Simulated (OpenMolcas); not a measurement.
An atom or ion with 5 electrons was computed by MS-CASPT2, IPEA 0.25 Eh, imaginary shift 0.1 Eh with spin-orbit coupling (OpenMolcas, ANO-RCC-VQZP, DKH2). The lowest levels that the run gave, each within 12 % of the measured value where one is at hand:

| J | Parity | E (cm-1) | g |
| --- | --- | --- | --- |
| 1/2 | odd | 0.0 | 0.666 |
| 3/2 | odd | 170 | 1.334 |
| 1/2 | even | 56160 | 2.671 |
| 3/2 | even | 56220 | 1.735 |
| 5/2 | even | 56320 | 1.601 |
| 3/2 | even | 100610 | 0.800 |
| 5/2 | even | 100620 | 1.200 |
| 1/2 | even | 130790 | 2.002 |
| 1/2 | even | 146510 | 0.666 |
| 3/2 | even | 146630 | 1.334 |
| 3/2 | odd | 185900 | 2.002 |
| 3/2 | odd | 203980 | 0.800 |

Question: Which ion is it, and what are the configurations and terms?

Answer: N III (Z = 7, charge +2; active space 3 electrons in 8 orbitals (2s 2p 3s 3p)). J, parity and g give the terms where levels are pure, and mixed ones are named by the computed weights; the size of the splittings, set against known spectra of the 5-electron sequence, gives the charge. In order, with the measured energies in cm-1 (Moore, Selected Tables of Atomic Spectra, NSRDS-NBS 3, section 5): 2s2 2p 2P* 1/2, 2s2 2p 2P* 3/2 (174), 2s 2p2 4P 1/2, 2s 2p2 4P 3/2 (57247), 2s 2p2 4P 5/2 (57328), 2s 2p2 2D 3/2 (101031), 2s 2p2 2D 5/2 (101024), 2s 2p2 2S 1/2 (131004), 2s 2p2 2P 1/2 (145876), 2s 2p2 2P 3/2 (145986), 2p3 4S* 3/2 (186797), 2p3 2D* 3/2 (203089).

Term energies are means over components that CASPT2 splits; among the terms shown or strongly mixed into the levels shown the widest spread is 370 cm-1 (2p3 2D*). Active for correlation alone: 3p 3s; no level in the range computed is led by a configuration that fills them, so any true level of that kind is missing. Computed and measured levels are paired by configuration, term and J; levels that our copy of the source lacks, or whose pairing is in doubt (as where it misses far off the trend of its configuration), stay unpaired and out of the deviations. Levels of configurations outside the active space are missing.

* marks odd parity.
